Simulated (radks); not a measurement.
Task: Radial electron density D(r) = 4 pi r^2 rho(r) of an atom or ion with 4 electrons. Method: Dirac Kohn-Sham, PBEsol, spin-unpolarised, spherical densities, finite nucleus; Fermi nuclear charge, rms radius of each element as measured or else 0.836 A^(1/3) + 0.57 fm; computed with a radial shooting solver on a logarithmic mesh with Libxc functionals.

```
   r/bohr * D(r) (the largest magnitude, 3.91, reaches the edge; | marks zero)
  0.01657 |*
  0.01898 | *
  0.02192 | *
  0.02511 |  *
    0.029 |   *
  0.03323 |    *
  0.03837 |      *
  0.04396 |       *
  0.05077 |          *
  0.05817 |            *
  0.06718 |               *
  0.07697 |                   *
  0.08889 |                       *
   0.1018 |                            *
   0.1176 |                                 *
   0.1347 |                                      *
   0.1556 |                                           *
   0.1783 |                                               *
   0.2059 |                                                   *
   0.2359 |                                                     *
   0.2724 |                                                      *
   0.3121 |                                                     *
   0.3605 |                                                 *
    0.413 |                                            *
   0.4769 |                                    *
   0.5464 |                             *
    0.631 |                     *
    0.723 |              *
   0.8349 |         *
   0.9566 |      *
    1.105 |     *
    1.266 |    *
    1.462 |     *
    1.675 |      *
    1.934 |      *
    2.216 |     *
    2.559 |    *
    2.932 |   *
    3.386 | *
    3.879 |*
     4.48 |*
    5.133 *
    5.928 *
    6.791 *
    7.843 *
    10.38 *
    11.89 *
    13.73 *
    15.73 *
    18.17 *
    20.81 *
    24.04 *
    27.54 |*
     31.8 |*
    36.44 |*
    42.08 *
    48.21 *
    55.68 *
```

What is the nuclear charge?

Result: Z = 4. The innermost maximum, from 1s, lies near gamma/Z bohr with gamma = sqrt(1 - (Z/c)^2) = 1.000, here 0.25 bohr (found: 0.266), and its height grows with Z. The density is that of neutral beryllium in [He] 2s1 5p1; the configuration itself is not fixed sharply by these data. D(r) has 4 maxima, at r = 0.266, 1.87, 14.1, 31.3 bohr, and minima at 1.21 bohr, inside which lie 2.07 electrons.
